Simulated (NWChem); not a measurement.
System: H2TeS2; SMILES S[Te]S

```xyz
5

Te     0.0000     0.0000     0.5948
S      1.8910    -0.0431    -0.8995
H      1.9971     1.2944    -1.0735
S     -1.8910     0.0431    -0.8995
H     -1.9971    -1.2944    -1.0735
```
Atoms are numbered in this order, from 1.

Computed with NWChem. Coordinates come from a PBE0/def2-SVP optimisation. No frequency run checked for a minimum. def2 effective core potentials on Te; no spin-orbit coupling. Ions are spin-unrestricted doublets at the neutral geometry; other ion states weren't tried.

### Question
Estimate the computed values for B3LYP/def2-SVP. Quantities: vertical ionisation energy, ΔSCF (eV); −ε(HOMO) (eV).

### Answer
- vertical ionisation energy, ΔSCF (eV): 8.75
- −ε(HOMO) (eV): 6.38
